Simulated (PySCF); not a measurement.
**Orbital picture of CoN**

TPSSh at R = 1.634 Å; PySCF, no relativity, basis sets Co def2-TZVPPD, N def2-TZVPPD. State: ⁵Δ (quintet), unpaired electrons σ ↑, π ↑↑, δ ↑. Only the outer orbitals are listed, counted within each symmetry.

```tsv
spin	orbital	occ.	ε (eV)	on Co (%)	main shells (%)
α	3π	1	-9.31	70	70 Co d, 29 N p
α	3π	1	-9.31	70	70 Co d, 29 N p
α	8σ	1	-9.13	65	66 Co d, 26 N p, 8 N s
α	1δ	1	-8.79	100	100 Co d
α	1δ	1	-7.61	100	100 Co d
α	9σ	1	-6.17	74	60 Co s, 29 N p, 13 Co d
α	4π	1	-5.85	38	62 N p, 29 Co d, 10 Co p
α	4π	1	-5.85	38	62 N p, 29 Co d, 10 Co p
α	10σ	0	-2.80	69	37 Co p, 24 N p, 21 Co s
α	5π	0	-0.36	92	85 Co p
α	5π	0	-0.36	92	85 Co p
β	7σ	1	-17.41	14	84 N s
β	8σ	1	-7.32	36	50 N p, 34 Co d, 14 N s
β	3π	1	-6.89	74	73 Co d, 25 N p
β	3π	1	-6.89	74	73 Co d, 25 N p
β	1δ	1	-6.60	100	100 Co d
β	9σ	0	-3.49	99	71 Co s, 26 Co d
β	1δ	0	-2.63	100	100 Co d
β	4π	0	-2.38	47	53 N p, 24 Co d, 23 Co p
```

Q: Which are the highest filled and the lowest empty level, where do they sit, and how wide is the gap?

A: Highest filled α 4π at -5.85 eV (in %: 62 N p, 29 Co d, 10 Co p); lowest empty β 9σ at -3.49 eV (in %: 71 Co s, 26 Co d); the gap at TPSSh is 2.36 eV.

| Property | Result |
| --- | --- |
| bond order (Mayer) | 2.17 |
| ⟨S²⟩ | 6.026 |
| charge on Co (Mulliken, basis-dependent) | 0.35 |
| charge on Co (Löwdin, basis-dependent) | 0.25 |
| dipole moment (positive dipole means Co(−)N(+)) | -3.97 D |

The state is the lowest single determinant that the PBE0 search found; with open d or f shells the true ground state can be another one.
